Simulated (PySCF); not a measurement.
Identify the compound

Molecular formula: C4H10OSi. Simulated spectra:

¹H NMR (400 MHz, computed): δ 4.21 (m, 2H), 4.00 (m, 4H), 0.81 (m, 4H).

¹³C{¹H} NMR (computed): δ 71.8 (CH2), 11.0 (CH2).

[PySCF 2.14.0 with density-fitted response routines: shielding tensors at PBE0/pcSseg-1 (GIAO); geometry from GFN2-xTB; one averaged value for each set of equivalent atoms; one computed conformer; in vacuum; non-relativistic]

Referencing at the same level of theory: TMS for ¹H (31.72 ppm) and ¹³C (186.93 ppm).

Task: Which candidate is it?
A. C1C[SiH2]CCO1
B. CO[C@@H]1C[C@@H]1[SiH3]
C. C=CCCO[SiH3]
D. C=C[C@@H](C)[SiH2]O
E. CCCC(=O)[SiH3]

Result: A. 

Rings plus π bonds: 1 (1 ring in the answer). 2 carbon signals for 4 carbons: some carbons are equivalent by symmetry or fast rotation. Carbon types of the structure: 4 × CH2, leaving 2 H on heteroatoms. δC 71.8: sp3 CH2 bonded to O; the inductive effect lowers its shielding. δC 11.0: sp3 CH2 bonded to Si; an electropositive neighbour leaves it electron-rich and shielded. δH 4.21: hydrogen on a silicon bonded to 2 C, in a 6-membered ring. δH 4.00: hydrogen on an sp3 CH2 bonded to O; its carbon carries O, which withdraws density. δH 0.81: hydrogen on an sp3 CH2 bonded to Si; an electropositive neighbour shields it, as in TMS itself.

The others: C=CCCO[SiH3] would give 4 carbon signals, not 2; CO[C@@H]1C[C@@H]1[SiH3] would give 4 carbon signals, not 2; CCCC(=O)[SiH3] would give 4 carbon signals, not 2; C=C[C@@H](C)[SiH2]O would give 4 carbon signals, not 2.

Shifts are as computed. Against solution values, carbons near 30 ppm lie about +3 ppm off and those near 130 ppm about +5 ppm. Of 1211 compounds with measured shifts, 218 miss one by over three times the rms of a fit or turn the order of signals round; such compounds aren't used in these exercises. No couplings were computed; multiplicities are counted from neighbouring protons, with m where these are inequivalent, close in shift, in a saturated or five-membered ring or joined by F or P, and br s for small geminal =CH2 splittings.
